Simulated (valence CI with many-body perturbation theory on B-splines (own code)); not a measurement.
Energy levels of Eu³⁰⁺

Computed by valence CI with perturbative core correlation (CI+MBPT): five valence electrons over a frozen Dirac-Fock core [Ar] 3d10, radial functions for each j: 9 s, 9 p, 8 d, 6 f, 3 g, 1 h, with the one-electron correlation potential Σ1 (screened to all orders), the two-electron term Σ2, the three-electron term Σ3, Breit, model QED; selected single and double excitations, second order for the rest, scaled by the run's own slope (own B-spline code, finite nucleus).

No measured spectrum was set against this ion. As an estimate, large intervals hold to a few tenths of a per cent, small ones and those within an open d or f shell to about a per cent. Among the levels kept, up to 760 cm⁻¹ of a level comes from second order outside the variational space, and about a tenth of that is noise between levels of different J, which matters for small intervals.

Levels 1 to 36 of 36, with energies above the lowest level, (4s^2 4p1/2^2 4p3/2) J=3/2. "Leading %" is the weight of the configuration and term that name the level; weights of strongly mixed levels are sums over their largest components and can fall short, so below about 35 % the name and the second component can differ from the true leading terms, or belong to a minority configuration. In the jj column 3d3/2^4 stands for four electrons in 3d with j = 3/2. Lifetimes count E1, E2, E3, M1 and M2 decay at the calculated energies, and are blank where another channel may lead or the interval is too uncertain; long ones can be off by a factor of two.

| No. | Configuration | Term | J | E (cm⁻¹) | Leading % | Lifetime | g | Leading jj |
| --- | --- | --- | --- | --- | --- | --- | --- | --- |
| 1 | 4s²4p³ | ²P° | 3/2 | 0 | 43 |  | 1.406 | 4s^2 4p1/2^2 4p3/2 (98 %) |
| 2 | 4s²4p³ | ⁴S° | 3/2 | 282020 | 52 | 2.17 μs | 1.436 | 4s^2 4p1/2 4p3/2^2 (98 %) |
| 3 | 4s²4p³ | ²D° | 5/2 | 316180 | 98 | 10.9 μs | 1.197 | 4s^2 4p1/2 4p3/2^2 (98 %) |
| 4 | 4s²4p³ | ²P° | 1/2 | 359300 | 98 | 2.68 μs | 0.662 | 4s^2 4p1/2 4p3/2^2 (98 %) |
| 5 | 4s²4p³ | ²P° | 3/2 | 646630 | 54 | 958 ns | 1.286 | 4s^2 4p3/2^3 (98 %) |
| 6 | 4s4p⁴ | ⁴P | 5/2 | 843030 | 72 | 56.7 ps | 1.505 | 4s 4p1/2^2 4p3/2^2 (90 %) |
| 7 | 4s²4p²4d | ⁴F | 3/2 | 902670 | 19 | 51.3 ps | 0.999 | 4s^2 4p1/2^2 4d3/2 (57 %) |
| 8 | 4s4p⁴ | ²S | 1/2 | 944770 | 50 | 12.4 ps | 2.221 | 4s 4p1/2^2 4p3/2^2 (88 %) |
| 9 | 4s²4p²4d | ⁴F | 3/2 | 984060 | 24 | 7.08 ps | 0.990 | 4s 4p1/2^2 4p3/2^2 (46 %) |
| 10 | 4s²4p²4d | ⁴F | 5/2 | 1042900 | 26 | 8.62 ps | 1.192 | 4s^2 4p1/2^2 4d5/2 (86 %) |
| 11 | 4s4p⁴ | ⁴P | 3/2 | 1147800 | 55 | 23.6 ps | 1.440 | 4s 4p1/2 4p3/2^3 (78 %) |
| 12 | 4s4p⁴ | ²D | 5/2 | 1186200 | 47 | 63.9 ps | 1.232 | 4s 4p1/2 4p3/2^3 (61 %) |
| 13 | 4s²4p²4d | ⁴F | 3/2 | 1199000 | 27 | 95.9 ps | 1.009 | 4s^2 4p1/2 4p3/2 4d3/2 (74 %) |
| 14 | 4s²4p²4d | ⁴D | 1/2 | 1200400 | 55 | 40.6 ps | 0.553 | 4s^2 4p1/2 4p3/2 4d3/2 (78 %) |
| 15 | 4s²4p²4d | ²F | 5/2 | 1219600 | 50 | 58.6 ps | 0.985 | 4s^2 4p1/2 4p3/2 4d3/2 (68 %) |
| 16 | 4s²4p²4d | ²G | 7/2 | 1242200 | 38 | 5.58 ns | 1.079 | 4s^2 4p1/2 4p3/2 4d3/2 (89 %) |
| 17 | 4s4p⁴ | ²P | 1/2 | 1273600 | 30 | 4.81 ps | 1.016 | 4s 4p1/2 4p3/2^3 (49 %) |
| 18 | 4s²4p²4d | ⁴D | 7/2 | 1276800 | 48 | 3.40 ns | 1.312 | 4s^2 4p1/2 4p3/2 4d5/2 (98 %) |
| 19 | 4s4p⁴ | ²P | 3/2 | 1299100 | 32 | 3.18 ps | 1.129 | 4s 4p1/2 4p3/2^3 (50 %) |
| 20 | 4s²4p²4d | ²G | 9/2 | 1313100 | 53 |  | 1.210 | 4s^2 4p1/2 4p3/2 4d5/2 (97 %) |
| 21 | 4s²4p²4d | ⁴P | 5/2 | 1323500 | 39 | 2.18 ps | 1.259 | 4s^2 4p1/2 4p3/2 4d5/2 (48 %) |
| 22 | 4s²4p²4d | ²P | 3/2 | 1331900 | 29 | 1.85 ps | 1.129 | 4s^2 4p1/2 4p3/2 4d3/2 (49 %) |
| 23 | 4s²4p²4d | ⁴P | 1/2 | 1361600 | 36 | 1.53 ps | 2.002 | 4s^2 4p1/2 4p3/2 4d3/2 (78 %) |
| 24 | 4s²4p²4d | ⁴D | 5/2 | 1365400 | 39 | 2.45 ps | 1.209 | 4s^2 4p1/2 4p3/2 4d5/2 (44 %) |
| 25 | 4s²4p²4d | ²P | 3/2 | 1379400 | 41 | 2.01 ps | 1.466 | 4s^2 4p1/2 4p3/2 4d5/2 (47 %) |
| 26 | 4s²4p²4d | ²G | 7/2 | 1388500 | 38 | 5.50 ps | 1.079 | 4s^2 4p1/2 4p3/2 4d5/2 (79 %) |
| 27 | 4s²4p²4d | ²D | 5/2 | 1418900 | 53 | 1.77 ps | 1.169 | 4s^2 4p1/2 4p3/2 4d5/2 (74 %) |
| 28 | 4s²4p²4d | ²D | 3/2 | 1423500 | 69 | 4.65 ps | 0.854 | 4s^2 4p1/2 4p3/2 4d5/2 (75 %) |
| 29 | 4s²4p²4d | ²P | 1/2 | 1451500 | 69 | 2.33 ps | 1.019 | 4s^2 4p1/2 4p3/2 4d5/2 (74 %) |
| 30 | 4s4p⁴ | ²P | 1/2 | 1546100 | 29 | 7.05 ps | 1.587 | 4s 4p3/2^4 (54 %) |
| 31 | 4s²4p²4d | ²F | 7/2 | 1603600 | 47 | 40.9 ps | 1.263 | 4s^2 4p3/2^2 4d5/2 (95 %) |
| 32 | 4s²4p²4d | ²P | 1/2 | 1610900 | 57 | 2.09 ps | 1.149 | 4s^2 4p3/2^2 4d3/2 (71 %) |
| 33 | 4s²4p²4d | ⁴F | 9/2 | 1615700 | 53 | 1.75 μs | 1.229 | 4s^2 4p3/2^2 4d5/2 (97 %) |
| 34 | 4s²4p²4d | ²D | 3/2 | 1616800 | 40 | 1.49 ps | 1.158 | 4s^2 4p3/2^2 4d3/2 (88 %) |
| 35 | 4s²4p²4d | ²D | 5/2 | 1622400 | 33 | 1.59 ps | 1.210 | 4s^2 4p3/2^2 4d3/2 (78 %) |
| 36 | 4s²4p²4d | ²F | 7/2 | 1650900 | 70 | 1.49 ps | 1.095 | 4s^2 4p3/2^2 4d3/2 (84 %) |

The ionisation energy to 4s²4p² ³P0 of the next ion comes out as 1168.4 eV (NIST: 1167 ± 4 eV (theoretical)). All 36 levels together are meant to be complete up to 1667700 cm⁻¹.
